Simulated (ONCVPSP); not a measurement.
# An all-electron radial function and its pseudo partner (chlorine)

Columns: radius, all-electron u(r) and pseudo u(r) of the 3p shell (level -31.76 eV) of chlorine in the configuration [Ne] 3s2 3p3; LDA (Perdew-Wang 92), scalar-relativistic, ONCV scheme, ONCVPSP 4.0.1.

```json
{"r (bohr)": "0.070", "all-electron": "-0.1407", "pseudo": "0.0057"}
{"r (bohr)": "0.140", "all-electron": "-0.3191", "pseudo": "0.0228"}
{"r (bohr)": "0.210", "all-electron": "-0.4084", "pseudo": "0.0511"}
{"r (bohr)": "0.280", "all-electron": "-0.4032", "pseudo": "0.0898"}
{"r (bohr)": "0.350", "all-electron": "-0.3290", "pseudo": "0.1379"}
{"r (bohr)": "0.420", "all-electron": "-0.2119", "pseudo": "0.1939"}
{"r (bohr)": "0.490", "all-electron": "-0.0734", "pseudo": "0.2564"}
{"r (bohr)": "0.560", "all-electron": "0.0711", "pseudo": "0.3237"}
{"r (bohr)": "0.630", "all-electron": "0.2114", "pseudo": "0.3942"}
{"r (bohr)": "0.700", "all-electron": "0.3413", "pseudo": "0.4656"}
{"r (bohr)": "0.770", "all-electron": "0.4571", "pseudo": "0.5355"}
{"r (bohr)": "0.840", "all-electron": "0.5569", "pseudo": "0.6015"}
{"r (bohr)": "0.910", "all-electron": "0.6406", "pseudo": "0.6621"}
{"r (bohr)": "0.980", "all-electron": "0.7083", "pseudo": "0.7160"}
{"r (bohr)": "1.050", "all-electron": "0.7610", "pseudo": "0.7620"}
{"r (bohr)": "1.120", "all-electron": "0.7998", "pseudo": "0.7989"}
{"r (bohr)": "1.190", "all-electron": "0.8263", "pseudo": "0.8255"}
{"r (bohr)": "1.260", "all-electron": "0.8418", "pseudo": "0.8415"}
{"r (bohr)": "1.330", "all-electron": "0.8478", "pseudo": "0.8477"}
{"r (bohr)": "1.400", "all-electron": "0.8455", "pseudo": "0.8454"}
{"r (bohr)": "1.470", "all-electron": "0.8363", "pseudo": "0.8363"}
{"r (bohr)": "1.540", "all-electron": "0.8215", "pseudo": "0.8215"}
{"r (bohr)": "1.610", "all-electron": "0.8020", "pseudo": "0.8020"}
{"r (bohr)": "1.680", "all-electron": "0.7788", "pseudo": "0.7788"}
{"r (bohr)": "1.750", "all-electron": "0.7527", "pseudo": "0.7527"}
{"r (bohr)": "1.820", "all-electron": "0.7245", "pseudo": "0.7245"}
```

**Question.** How many radial nodes do the two functions have?

**Answer.** The all-electron 3p function has n − l − 1 = 1; the pseudo-wave has 0, since the states of the same l below it are removed with the core.

**Question.** At about which radius was the pseudo-wave matched?

**Answer.** 1.40 bohr. The columns agree to 0.0005 from 1.26 bohr on; several derivatives are matched, so the curves merge somewhat inside the radius.

**Question.** Is the pseudo-wave norm-conserving?

**Answer.** Yes: the ONCV scheme keeps the norm inside the radius equal to the all-electron one, which fixes the energy derivative of the logarithmic derivative at the level.
